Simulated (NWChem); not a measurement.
# CH3BiF2; SMILES [F][Bi]([CH3])[F]

```xyz
7

Bi     0.0627     0.2784     0.0000
F      0.7393    -0.8978    -1.5169
F      0.7393    -0.8978     1.5169
C     -1.9573    -0.7132     0.0000
H     -1.9965    -1.3423     0.9004
H     -2.7777     0.0186     0.0000
H     -1.9965    -1.3423    -0.9004
```
Atoms are numbered in this order, from 1.

All runs use the structure optimised with PBE0/def2-SVP. Not confirmed as a minimum by frequencies. def2 effective core potentials on Bi; no spin-orbit coupling.

Symmetry labels are those of Cs in the frame above (b1 and b2, or b-type labels, depend on it).

**Question.** List the 4 lowest vertical singlet excitations from PBE/def2-SVPD with def2 effective core potentials on Bi, TDA (NWChem).

**Answer.** 
```csv
state,energy (eV),oscillator strength,symmetry,leading excitation (squared amplitude)
S1,4.68,0.012,a",HOMO → LUMO (0.98)
S2,4.86,0.019,a',HOMO → LUMO+1 (0.97)
S3,6.29,0.000,a',HOMO−2 → LUMO (0.76)
S4,6.32,0.002,a',HOMO−1 → LUMO (0.74)
```
